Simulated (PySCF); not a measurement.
These 2 structures share the formula C8H7N. The calculation used PBE0-D3(BJ)/def2-SVP geometry optimisation, gas phase in PySCF 2.14.0. Energies are electronic, without zero-point or thermal terms, for one conformer each. No frequencies were run at this level. Point groups hold within 0.08 Å.

Problem. Rank from lowest to highest electronic energy at this level (kcal/mol).
A. `CC1=CC(C#N)=CC=C1` (meta-tolunitrile)
B. `c1ccc(cn1)C#CC`

Solution. A (0.0), B (33.9).

As drawn, the lower has a C≡N group, which the higher lacks; the higher has a C≡C bond, which the lower lacks.

```
        SMILES      E (Eh)  E rel (kcal/mol)  dipole (D)  point group       A, B, C (MHz)
Cc1cccc(C#N)c1  -363.12624               0.0        4.81            –   3308, 1197, 883.9
  CC#Cc1cccnc1  -363.07225              33.9        2.59            –  5667, 828.9, 726.5
```

Problem. How do the relative energies change in single points at PBE0/pcSseg-1 (no added dispersion term) on the same geometries?

Solution. 
```
        SMILES  PBE0-D3(BJ)/def2-SVP (kcal/mol)  PBE0/pcSseg-1 (kcal/mol)  shift
Cc1cccc(C#N)c1                              0.0                       0.0    0.0
  CC#Cc1cccnc1                             33.9                      34.3   +0.4
```

Each column counts from its own lowest isomer. The order is unchanged; the largest shift is 0.4 kcal/mol.
